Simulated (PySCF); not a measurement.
# Correlation energy of Gd³¹⁺ (gadolinium, charge +31)

Starting occupation: [Ar] 3d10 4s2 4p3, 4p1/2 with m_j = -1/2, +1/2, 4p3/2 with m_j = +3/2. Calculation: PySCF 2.14, in an uncontracted even-tempered set (17 s from 2.9 bohr⁻², ratio 2.8; 13 p from 3.8 bohr⁻², ratio 2.8; 8 d from 6.8 bohr⁻², ratio 2.8; 4 f from 18 bohr⁻², ratio 3); X2C-1e with screened-nucleus spin-orbit coupling, Gaussian nucleus. Frozen: [Ne]; 23 electrons correlated; the 74 highest virtual spinors left out.

MP2 pair energies summed by pair of shells (mhartree):

| pair | energy | share (%) |
| --- | --- | --- |
| 3d3/2-3d5/2 | -183.18 | 19.4 |
| 3d5/2-3d5/2 | -130.16 | 13.8 |
| 3d5/2-3p3/2 | -60.58 | 6.4 |
| 3d3/2-3d3/2 | -55.46 | 5.9 |
| 3d3/2-3p3/2 | -40.95 | 4.3 |
| 3d5/2-4p1/2 | -37.60 | 4.0 |
| 3d5/2-4s1/2 | -34.62 | 3.7 |
| 4p1/2-4s1/2 | -33.89 | 3.6 |
| 4p1/2-4p1/2 | -27.70 | 2.9 |
| 4p3/2-4s1/2 | -25.97 | 2.8 |
| 3d5/2-3p1/2 | -24.67 | 2.6 |
| 3d3/2-4p1/2 | -24.09 | 2.6 |
| 4p1/2-4p3/2 | -22.46 | 2.4 |
| 3p3/2-3p3/2 | -22.34 | 2.4 |
| 3d3/2-4s1/2 | -21.64 | 2.3 |
| 4s1/2-4s1/2 | -21.56 | 2.3 |
| 3d5/2-3s1/2 | -20.99 | 2.2 |
| 3p1/2-3p3/2 | -19.78 | 2.1 |
| 3d5/2-4p3/2 | -16.74 | 1.8 |
| 3d3/2-3p1/2 | -16.18 | 1.7 |
| 3p3/2-4p1/2 | -14.15 | 1.5 |
| 3d3/2-3s1/2 | -14.00 | 1.5 |
| 3p3/2-4s1/2 | -13.40 | 1.4 |
| 3d3/2-4p3/2 | -10.90 | 1.2 |
| 3p3/2-3s1/2 | -10.69 | 1.1 |
| 3p3/2-4p3/2 | -5.74 | 0.6 |
| 3p1/2-3s1/2 | -5.05 | 0.5 |
| 3p1/2-3p1/2 | -5.04 | 0.5 |
| 3p1/2-4s1/2 | -4.82 | 0.5 |
| 3p1/2-4p1/2 | -4.43 | 0.5 |

Total MP2 correlation energy: -942.17 mhartree.

At this charge the one-electron X2C treatment keeps the bare 1/r₁₂, with no two-electron picture change or Breit term. The effect here is smaller than on the frozen 1s shell.
